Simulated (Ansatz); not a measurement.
GaH$_{7}$SSi$_{2}$ (`[SiH3][SiH2][S][GaH2]`), relaxed with RKS PBE0-D4/def2-TZVP in Ansatz 0.2.0 from a GFN2-xTB geometry. The force threshold is 0.005 eV/Å; the program also tests the step.

Charge 0, multiplicity 1.

Start:

```xyz
11

Si    1.016    0.749   -1.098
Si   -0.538   -0.992   -0.946
S    -2.090   -0.495    0.514
Ga   -0.707    0.151    2.090
H     2.358    0.311   -0.703
H     1.103    1.264   -2.465
H     0.632    1.869   -0.211
H     0.013   -2.283   -0.505
H    -1.373   -1.247   -2.119
H    -1.266    0.731    3.435
H     0.851   -0.060    2.009
```

Q: How much energy does the relaxation release, and in how many steps? (An estimate is asked.)

A: Ansatz gave: 3.25 kcal/mol, in 21 steps.

Q: Which bonds change most? (An estimate is asked.)

A: Computed: Si2–S3 from 2.188 to 2.145 Å; Si1–H6 from 1.463 to 1.489 Å; Si2–H9 from 1.463 to 1.487 Å; Si1–H5 from 1.466 to 1.486 Å.

Q: Give the relaxed structure. (Best estimate.)

A: Computed: 
```xyz
11

Si    1.033    0.719   -1.140
Si   -0.616   -0.939   -0.909
S    -2.019   -0.533    0.663
Ga   -0.667    0.117    2.272
H     2.291    0.347   -0.443
H     1.336    0.918   -2.584
H     0.532    2.003   -0.576
H     0.023   -2.268   -0.707
H    -1.423   -1.010   -2.156
H    -1.352    0.472    3.625
H     0.862    0.175    1.955
```
